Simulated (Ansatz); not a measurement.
Ge(NMeEt)Cl3 (C3H8Cl3GeN). The state is a singlet with charge 0. Geometry PBE-D4/def2-SVP; atoms count from 1.

```xyz
16

Ge    0.475    0.918   -1.654
N     0.639   -0.153   -0.191
C     0.521   -1.595   -0.367
C     0.245    0.385    1.114
C    -1.242    0.268    1.463
H     1.108   -2.109    0.426
H    -0.525   -1.977   -0.318
H     0.949   -1.894   -1.344
H     0.859   -0.142    1.882
H     0.561    1.449    1.152
H    -1.439    0.703    2.463
H    -1.870    0.807    0.724
H    -1.580   -0.788    1.488
Cl   -1.560    1.211   -2.385
Cl    1.596    0.047   -3.281
Cl    1.263    2.871   -1.174
```

(1) Estimate the Mulliken populations from the PBE0/def2-TZVP orbitals of Ansatz.

(2) And the Mayer bond orders between heavy atoms (over 0.3)?

Answers

(1) 
| atom | charge (e) |
| --- | --- |
| Ge1 | 0.79 |
| N2 | -0.19 |
| C3 | -0.31 |
| C4 | -0.13 |
| C5 | -0.39 |
| H6 | 0.13 |
| H7 | 0.13 |
| H8 | 0.15 |
| H9 | 0.12 |
| H10 | 0.13 |
| H11 | 0.13 |
| H12 | 0.13 |
| H13 | 0.13 |
| Cl14 | -0.28 |
| Cl15 | -0.26 |
| Cl16 | -0.26 |
Mulliken values depend strongly on the basis.

(2) Ge1–N2 1.09 (1.82 Å); Ge1–Cl14 1.00 (2.18 Å); Ge1–Cl15 1.03 (2.16 Å); Ge1–Cl16 1.03 (2.16 Å); N2–C3 0.97 (1.46 Å); N2–C4 0.97 (1.47 Å); C4–C5 1.00 (1.53 Å).
